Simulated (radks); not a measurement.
Values are calculated unless marked as measured or tabulated.
Task: Ionisation of neutral rhodium, [Kr] 4d8 5s1, to [Kr] 4d8 as the strength of local exchange is varied. Level of theory: Dirac Kohn-Sham, Slater X-alpha exchange (alpha = 2/3 is LDA exchange), no correlation, spin-unpolarised, spherical densities, point nucleus; open shells fill j = l - 1/2 first (a radial shooting solver on a logarithmic mesh with Libxc functionals).

| alpha | E(Rh) (hartree) | exchange (hartree) | IE (eV) | -e of the level emptied (eV) | <r> of it (bohr) |
|---|---|---|---|---|---|
| 0.667 | -4776.26372 | -129.88409 | 6.822 | 3.668 (5s1/2) | 3.348 |
| 0.706 | -4783.86429 | -137.70115 | 7.032 | 3.858 (5s1/2) | 3.310 |
| 0.751 | -4792.64946 | -146.75120 | 7.278 | 4.083 (5s1/2) | 3.268 |
| 0.781 | -4798.51532 | -152.80263 | 7.444 | 4.236 (5s1/2) | 3.240 |
| 0.807 | -4803.60495 | -158.05887 | 7.589 | 4.370 (5s1/2) | 3.217 |
| 1.016 | -4844.71566 | -200.70370 | 8.802 | 5.511 (5s1/2) | 3.039 |
| ? | -4808.30791 | -162.92040 | 7.724 | 4.495 (5s1/2) | 3.195 |

Which alpha was used in the last row?

Result: alpha = 0.831. NIST Atomic Spectra Database: 7.459 eV (measured). The Delta-SCF value meets it near alpha = 0.78. Spin polarisation and multiplet splitting are left out, so open shells lie too high by an amount that depends on their filling.

Beside tabulated values, note that spin-unpolarised runs miss the spin-polarisation part of the exchange energy of open shells.
